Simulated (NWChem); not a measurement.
SiHI3; SMILES [SiH](I)(I)I

def2 effective core potentials on I; no spin-orbit coupling.

Question: Give the equilibrium geometry at PBE-D3(BJ)/def2-SVP with def2 effective core potentials on I (NWChem) as a Z-matrix, with the point group.

Answer: point group C3v; any orientation.
```
Si
H 1 1.4969
I 1 2.4591 2 108.12
I 1 2.4591 2 108.12 3 -120.00
I 1 2.4591 2 108.12 3 120.00
```
